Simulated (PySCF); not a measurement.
# Excitation energy of Al⁺ by level of theory

Al⁺ [Ne] 3s2 (1S) → Al⁺ [Ne] 3s1 3p1 (3P), as a difference of total energies. Calculation: PySCF 2.14, in aug-cc-pCVTZ-DK (8s7p5d3f, 75 functions); scalar relativity by spin-free X2C-1e. Correlated levels: nothing frozen. The calculations carry no spin-orbit coupling.

```
                 method  excitation energy (eV)  error (eV)
                    UHF                   3.578      -1.073
    MP2 (all electrons)                   4.442      -0.209
SCS-MP2 (all electrons)                   4.600      -0.051
   CCSD (all electrons)                   4.610      -0.041
CCSD(T) (all electrons)                   4.645      -0.006
```

Reference: 4.651 eV (measured; NIST levels, between the centres of gravity of the two terms).

Errors of the correlated levels include the incompleteness of this basis.
